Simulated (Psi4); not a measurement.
IRb, charge +1, doublet, at a GFN2-xTB geometry (such geometries of metal compounds can be far from the true shape) (a state made from the parent by changing its charge; the spin is typed, not shown lowest) (all electrons, no relativity); B3LYP/STO-3G run with Psi4.

Input for Psi4:
```
memory 2 GB

molecule mol {
1 2
Rb   -0.000000   -0.000000   -2.216129
I     0.000000    0.000000    1.547109
}

set {
  basis sto-3g
  reference uks
  scf_type pk
  d_convergence 1e-4
}

energy('b3lyp')
print_variables()
```

Question: Write the output that Psi4 gives for this input, abridged.

Answer: 
```
   => Loading Basis Set <=

    Name: STO-3G
    Role: ORBITAL
    Keyword: BASIS

         ---------------------------------------------------------
                                   SCF
               by Justin Turney, Rob Parrish, Andy Simmonett
                          and Daniel G. A. Smith
                              UKS Reference
         ---------------------------------------------------------

  ==> Geometry <==

    Molecular point group: c2v
    Full point group: C_inf_v

    Geometry (in Angstrom), charge = 1, multiplicity = 2:

       Center              X                  Y                   Z               Mass
    ------------   -----------------  -----------------  -----------------  -----------------
         RB           0.000000000000     0.000000000000    -2.254650928739    84.911789737900
         I            0.000000000000     0.000000000000     1.508587071261   126.904471900000

  Running in c2v symmetry.

  Rotational constants: A = ************  B =      0.02340  C =      0.02340 [cm^-1]
  Rotational constants: A = ************  B =    701.46855  C =    701.46855 [MHz]
  Nuclear repulsion =  275.750965026360234

  Charge       = 1
  Multiplicity = 2
  Electrons    = 89
  Nalpha       = 45
  Nbeta        = 44

  ==> Algorithm <==

  SCF Algorithm Type is PK.
  DIIS enabled.
  MOM disabled.
  Fractional occupation disabled.
  Guess Type is SAD.
  Energy threshold   = 1.00e-06
  Density threshold  = 1.00e-04
  Integral threshold = 1.00e-12

  ==> Primary Basis <==

  Basis Set: STO-3G
    Blend: STO-3G
    Number of shells: 21
    Number of basis functions: 49
    Number of Cartesian functions: 52
    Spherical Harmonics?: true
    Max angular momentum: 2

  ==> DFT Potential <==

   => LibXC <=

    Version 7.1.2
    S. Lehtola, C. Steigemann, M. J. T. Oliveira, and M. A. L. Marques,  SoftwareX 7, 1–5 (2018) (10.1016/j.softx.2017.11.002)

   => Composite Functional: B3LYP <=

    B3LYP Hyb-GGA Exchange-Correlation Functional

    P. J. Stephens, F. J. Devlin, C. F. Chabalowski, and M. J. Frisch,  J. Phys. Chem. 98, 11623 (1994) (10.1021/j100096a001)

    Deriv               =              1
    GGA                 =           TRUE
    Meta                =          FALSE

    Exchange Hybrid     =           TRUE
    MP2 Hybrid          =          FALSE

   => Exchange Functionals <=

    0.0800   Slater exchange
    0.7200         Becke 88

   => Exact (HF) Exchange <=

    0.2000               HF

[...]
   @Spin Contamination Metric:   1.518158519E-04
   @S^2 Expected:                7.500000000E-01
   @S^2 Observed:                7.501518159E-01
   @S   Expected:                5.000000000E-01
   @S   Observed:                5.000000000E-01

    Orbital Energies [Eh]
    ---------------------

    Alpha Occupied:

[...]
    Alpha Virtual:

[...]
      24A1     0.175459

    Beta Occupied:

[...]
    Beta Virtual:

[...]
    Final Occupation by Irrep:
             A1    A2    B1    B2
    DOCC [    22,    3,    9,   10 ]
    SOCC [     0,    0,    1,    0 ]
    NA   [    22,    3,   10,   10 ]
    NB   [    22,    3,    9,   10 ]

  @UKS Final Energy: -9761.84173324875155

   => Energetics <=

    Nuclear Repulsion Energy =            275.7509650263602339
    One-Electron Energy =              -14026.0404661891898286
    Two-Electron Energy =                4210.1030848654581860
    DFT Exchange-Correlation Energy =    -221.6553169513802857
    Empirical Dispersion Energy =           0.0000000000000000
    VV10 Nonlocal Energy =                  0.0000000000000000
    Total Energy =                      -9761.8417332487533713

  UHF NO Occupations:
  HONO-2 :   21 A1 1.9999985
  HONO-1 :   22 A1 1.9999260
  HONO-0 :   10 B1 1.0000000
  LUNO+0 :   23 A1 0.0000740
  LUNO+1 :   24 A1 0.0000015
  LUNO+2 :   11 B2 0.0000005
  LUNO+3 :   11 B1 0.0000000

Computation Completed

Properties will be evaluated at   0.000000,   0.000000,   0.000000 [a0]

Properties computed using the SCF density matrix

 Multipole Moments:

 ------------------------------------------------------------------------------------
     Multipole            Electronic (a.u.)      Nuclear  (a.u.)        Total (a.u.)
 ------------------------------------------------------------------------------------

 L = 1.  Multiply by 2.5417464519 to convert [e a0] to [Debye]
 Dipole X            :          0.0000000            0.0000000            0.0000000
 Dipole Y            :          0.0000000            0.0000000            0.0000000
 Dipole Z            :          2.6641807           -6.5516230           -3.8874423
 Magnitude           :                                                    3.8874423

 ------------------------------------------------------------------------------------

  Variable Map:
  ----------------------------------------------------------------------------
[...]
  Array Variable Map:
  ----------------------------------------------------------------------------
[...]
[...]
```
